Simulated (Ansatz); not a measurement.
Ansatz (an electronic-structure program) input (B3LYP-D3(BJ)/def2-TZVP):

Ansatz 0.2 input:
```yaml
crystal:
  periodic: [false, false, false]
  atoms:
    - {symbol: Sn, position_ang: [-0.02231820, 0.02218151, -0.01021587]}
    - {symbol: H, position_ang: [0.26167273, -1.13672385, -1.25421430]}
    - {symbol: H, position_ang: [-0.60513251, -0.78890477, 1.39467242]}
    - {symbol: H, position_ang: [1.45936983, 0.81655287, 0.37033548]}
basis:
  gaussian:
    orbitals: def2-TZVP
hamiltonian:
  xc: b3lyp
  dispersion: d3bj
magnetization: {spin_polarized: true, initial_magnetization: 1}
phonons: {temperatures: {t_min: 298.15, t_max: 298.15, t_step: 100}}
```

Output:

```
Functional definition: B3LYP
integrals: 0.01 GiB planned
564 factors; their error is unknown
mean field: 0.18 GiB planned
mean field evaluation 1: about -5880.3597 eV, gradient 8.8e0 eV
mean field evaluation 2: about -5880.6920 eV, gradient 6.2e0 eV
mean field evaluation 4: about -5880.8660 eV, gradient 1.5e-1 eV
mean field evaluation 8: about -5880.9292 eV, gradient 3.3e-2 eV
mean field -5880.92917783 eV, -216.1201610484 hartree, gradient 6.0e-5 eV, S^2 0.751090; 0 other end points of the search recorded, 0 dependent functions left out
the calculation of the forces begins
reference -5880.92941249 eV, -216.1201696719 hartree; 13, 12 occupied and 55, 56 virtual orbitals, 564 factors
these checks for a lower state are left out or cut short: stability, starts, cluster_reference, orbital_swaps, neighbouring_geometries, increment
integrals: 0.01 GiB planned
564 factors; their error is unknown
mean field: 0.18 GiB planned
mean field evaluation 16: about -5880.8662 eV, gradient 1.6e-1 eV
mean field -5880.92913323 eV, -216.1201594091 hartree, gradient 2.0e-6 eV, S^2 0.751092; 0 other end points of the search recorded, 0 dependent functions left out
the calculation of the forces begins
reference -5880.92936791 eV, -216.1201680336 hartree; 13, 12 occupied and 55, 56 virtual orbitals, 564 factors
these checks for a lower state are left out or cut short: stability, starts, cluster_reference, orbital_swaps, neighbouring_geometries, increment
integrals: 0.01 GiB planned
564 factors; their error is unknown
mean field: 0.18 GiB planned
mean field -5880.92913931 eV, -216.1201596325 hartree, gradient 2.0e-6 eV, S^2 0.751088; 0 other end points of the search recorded, 0 dependent functions left out
the calculation of the forces begins
reference -5880.92937394 eV, -216.1201682551 hartree; 13, 12 occupied and 55, 56 virtual orbitals, 564 factors
these checks for a lower state are left out or cut short: stability, starts, cluster_reference, orbital_swaps, neighbouring_geometries, increment
integrals: 0.01 GiB planned
564 factors; their error is unknown
mean field: 0.18 GiB planned
mean field evaluation 32: about -5880.9291 eV, gradient 4.6e-5 eV
mean field -5880.92913280 eV, -216.1201593936 hartree, gradient 1.9e-6 eV, S^2 0.751088; 0 other end points of the search recorded, 0 dependent functions left out
the calculation of the forces begins
reference -5880.92936744 eV, -216.1201680163 hartree; 13, 12 occupied and 55, 56 virtual orbitals, 564 factors
these checks for a lower state are left out or cut short: stability, starts, cluster_reference, orbital_swaps, neighbouring_geometries, increment
integrals: 0.01 GiB planned
564 factors; their error is unknown
mean field: 0.18 GiB planned
mean field -5880.92912821 eV, -216.1201592250 hartree, gradient 1.8e-6 eV, S^2 0.751092; 0 other end points of the search recorded, 0 dependent functions left out
the calculation of the forces begins
reference -5880.92936290 eV, -216.1201678493 hartree; 13, 12 occupied and 55, 56 virtual orbitals, 564 factors
these checks for a lower state are left out or cut short: stability, starts, cluster_reference, orbital_swaps, neighbouring_geometries, increment
integrals: 0.01 GiB planned
564 factors; their error is unknown
mean field: 0.18 GiB planned
mean field -5880.92917277 eV, -216.1201608622 hartree, gradient 1.8e-6 eV, S^2 0.751091; 0 other end points of the search recorded, 0 dependent functions left out
the calculation of the forces begins
reference -5880.92940743 eV, -216.1201694859 hartree; 13, 12 occupied and 55, 56 virtual orbitals, 564 factors
these checks for a lower state are left out or cut short: stability, starts, cluster_reference, orbital_swaps, neighbouring_geometries, increment
integrals: 0.01 GiB planned
564 factors; their error is unknown
mean field: 0.18 GiB planned
mean field -5880.92917580 eV, -216.1201609736 hartree, gradient 1.7e-6 eV, S^2 0.751089; 0 other end points of the search recorded, 0 dependent functions left out
the calculation of the forces begins
reference -5880.92941045 eV, -216.1201695969 hartree; 13, 12 occupied and 55, 56 virtual orbitals, 564 factors
these checks for a lower state are left out or cut short: stability, starts, cluster_reference, orbital_swaps, neighbouring_geometries, increment
integrals: 0.01 GiB planned
564 factors; their error is unknown
mean field: 0.18 GiB planned
mean field -5880.92915698 eV, -216.1201602819 hartree, gradient 9.8e-7 eV, S^2 0.751089; 0 other end points of the search recorded, 0 dependent functions left out
the calculation of the forces begins
reference -5880.92939161 eV, -216.1201689047 hartree; 13, 12 occupied and 55, 56 virtual orbitals, 564 factors
these checks for a lower state are left out or cut short: stability, starts, cluster_reference, orbital_swaps, neighbouring_geometries, increment
integrals: 0.01 GiB planned
564 factors; their error is unknown
mean field: 0.18 GiB planned
mean field evaluation 64: about -5880.9292 eV, gradient 1.0e-6 eV
mean field -5880.92916100 eV, -216.1201604298 hartree, gradient 1.0e-6 eV, S^2 0.751091; 0 other end points of the search recorded, 0 dependent functions left out
the calculation of the forces begins
reference -5880.92939568 eV, -216.1201690541 hartree; 13, 12 occupied and 55, 56 virtual orbitals, 564 factors
these checks for a lower state are left out or cut short: stability, starts, cluster_reference, orbital_swaps, neighbouring_geometries, increment
integrals: 0.01 GiB planned
564 factors; their error is unknown
mean field: 0.18 GiB planned
mean field -5880.92914927 eV, -216.1201599987 hartree, gradient 9.8e-7 eV, S^2 0.751089; 0 other end points of the search recorded, 0 dependent functions left out
the calculation of the forces begins
reference -5880.92938392 eV, -216.1201686218 hartree; 13, 12 occupied and 55, 56 virtual orbitals, 564 factors
these checks for a lower state are left out or cut short: stability, starts, cluster_reference, orbital_swaps, neighbouring_geometries, increment
integrals: 0.01 GiB planned
564 factors; their error is unknown
mean field: 0.18 GiB planned
mean field -5880.92916143 eV, -216.1201604454 hartree, gradient 9.2e-7 eV, S^2 0.751090; 0 other end points of the search recorded, 0 dependent functions left out
the calculation of the forces begins
reference -5880.92939610 eV, -216.1201690694 hartree; 13, 12 occupied and 55, 56 virtual orbitals, 564 factors
these checks for a lower state are left out or cut short: stability, starts, cluster_reference, orbital_swaps, neighbouring_geometries, increment
integrals: 0.01 GiB planned
564 factors; their error is unknown
mean field: 0.18 GiB planned
mean field -5880.92914046 eV, -216.1201596748 hartree, gradient 1.4e-6 eV, S^2 0.751088; 0 other end points of the search recorded, 0 dependent functions left out
the calculation of the forces begins
reference -5880.92937510 eV, -216.1201682977 hartree; 13, 12 occupied and 55, 56 virtual orbitals, 564 factors
these checks for a lower state are left out or cut short: stability, starts, cluster_reference, orbital_swaps, neighbouring_geometries, increment
integrals: 0.01 GiB planned
564 factors; their error is unknown
mean field: 0.18 GiB planned
mean field -5880.92914785 eV, -216.1201599465 hartree, gradient 1.3e-6 eV, S^2 0.751091; 0 other end points of the search recorded, 0 dependent functions left out
the calculation of the forces begins
reference -5880.92938252 eV, -216.1201685706 hartree; 13, 12 occupied and 55, 56 virtual orbitals, 564 factors
these checks for a lower state are left out or cut short: stability, starts, cluster_reference, orbital_swaps, neighbouring_geometries, increment
integrals: 0.01 GiB planned
564 factors; their error is unknown
mean field: 0.18 GiB planned
mean field evaluation 96: about -5880.9292 eV, gradient 1.9e-6 eV
mean field -5880.92916848 eV, -216.1201607048 hartree, gradient 1.9e-6 eV, S^2 0.751090; 0 other end points of the search recorded, 0 dependent functions left out
the calculation of the forces begins
reference -5880.92940314 eV, -216.1201693284 hartree; 13, 12 occupied and 55, 56 virtual orbitals, 564 factors
these checks for a lower state are left out or cut short: stability, starts, cluster_reference, orbital_swaps, neighbouring_geometries, increment
integrals: 0.01 GiB planned
564 factors; their error is unknown
mean field: 0.18 GiB planned
mean field -5880.92917598 eV, -216.1201609803 hartree, gradient 1.9e-6 eV, S^2 0.751090; 0 other end points of the search recorded, 0 dependent functions left out
the calculation of the forces begins
reference -5880.92941064 eV, -216.1201696038 hartree; 13, 12 occupied and 55, 56 virtual orbitals, 564 factors
Total energy: -5881.00561482 eV, -216.1229700558 hartree
Atom 0 at    -0.022318     0.022182    -0.010216 Å, force     0.000592    -0.000607     0.000293 eV/Å
Atom 1 at     0.261673    -1.136724    -1.254214 Å, force    -0.000200     0.000273     0.000070 eV/Å
Atom 2 at    -0.605133    -0.788905     1.394672 Å, force    -0.000068     0.000263    -0.000266 eV/Å
Atom 3 at     1.459370     0.816553     0.370335 Å, force    -0.000324     0.000071    -0.000097 eV/Å
Dipole moment:    -0.057226     0.056876    -0.026195 e Å
Vibrations: 647.62 696.22 696.22 1826.58 1871.17 1871.18 cm⁻¹, zero-point energy 0.471697 eV
```
